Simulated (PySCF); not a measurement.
## Polarisability and C₆ of Mn (manganese, neutral)

[Ar] 3d5 4s2, high-spin 6S determinant. Computed with PySCF 2.14 in def2-TZVPPD (6s6p4d2f1g, 67 functions), with the non-relativistic Hamiltonian (point nucleus). Coupled (time-dependent) response in atomic units; α is the mean over directions.

```json
{"method": "UHF", "mean α (bohr³)": "104.4", "C₆ (like pair)": "1024", "S(−4)": "15840"}
{"method": "PBE", "mean α (bohr³)": "73.80", "C₆ (like pair)": "678.1", "S(−4)": "3454"}
{"method": "PBE0", "mean α (bohr³)": "78.72", "C₆ (like pair)": "745.3", "S(−4)": "3946"}
{"method": "TPSSh", "mean α (bohr³)": "82.17", "C₆ (like pair)": "790.8", "S(−4)": "4528"}
```

S(−4) is the Cauchy moment in α(ω) = α(0) + S(−4) ω² + …

Reference α: 68 ± 9 bohr³ (recommended; Schwerdtfeger and Nagle, table of static dipole polarizabilities (2023 update)). Published C₆: 552.0 (Chu and Dalgarno (2004); Tang, Norbeck and Certain (1976)).

Hartree-Fock lies above the reference because it lacks correlation, which contracts the outer shell.

α(iu) at PBE:

| u (hartree) | α(iu) (bohr³) |
| --- | --- |
| 0 | 73.80 |
| 0.0500 | 66.37 |
| 0.100 | 52.20 |
| 0.200 | 29.95 |
| 0.300 | 18.42 |
| 0.500 | 9.056 |
| 0.750 | 5.127 |
| 1.00 | 3.512 |
| 1.50 | 2.141 |
| 2.00 | 1.516 |
| 3.00 | 0.8970 |
| 5.00 | 0.4174 |

A single London oscillator, α(iu) = α/(1 + u²/ω²), gives C₆ = (3/4) ω α². Matching the computed C₆ needs ω = 4 × 678.1 / (3 × 73.80²) = 0.166 hartree.
